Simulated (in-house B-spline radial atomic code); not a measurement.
Whole-atom quantities along the 48-electron series, configuration [Kr] 4d10 5s2. Computed with an all-electron radial atomic-structure program (B-spline basis): non-relativistic Hartree-Fock, average of the configuration, point nuclei.

This level leaves out relativity, spin-orbit splitting included, which matters for heavy ions.

```tsv
ion	Z	E/Z² (Eh)	Σ<r²> (bohr²)	n(0)/Z³ (bohr⁻³)	Lamb diamagnetic shielding (ppm)	repulsion over attraction
Cd	48	-2.372	54.361	0.70205	4813.1	0.1602
In+	49	-2.3907	42.532	0.70285	4944.01	0.15885
Sn2+	50	-2.4089	35.763	0.70362	5074.23	0.15734
Sb3+	51	-2.4266	31.062	0.70437	5204.03	0.15574
Te4+	52	-2.444	27.503	0.7051	5333.53	0.15409
I5+	53	-2.4609	24.673	0.70581	5462.81	0.1524
Xe6+	54	-2.4774	22.349	0.70651	5591.91	0.15069
Cs7+	55	-2.4935	20.399	0.70719	5720.87	0.14898
Ba8+	56	-2.5091	18.733	0.70785	5849.71	0.14726
La9+	57	-2.5244	17.292	0.70849	5978.46	0.14555
Ce10+	58	-2.5393	16.032	0.70912	6107.12	0.14386
Pr11+	59	-2.5538	14.92	0.70973	6235.71	0.14217
Nd12+	60	-2.568	13.932	0.71033	6364.23	0.14051
Pm13+	61	-2.5818	13.048	0.71091	6492.71	0.13887
```

**Question.** With what power of Z does the column «Σ<r²> (bohr²)» change over this range?

**Answer.** A fit of the logarithm of its size against log Z from Z = 48 to 61 has slope -5.59. Unscreened non-relativistic hydrogenic orbitals would give -2.
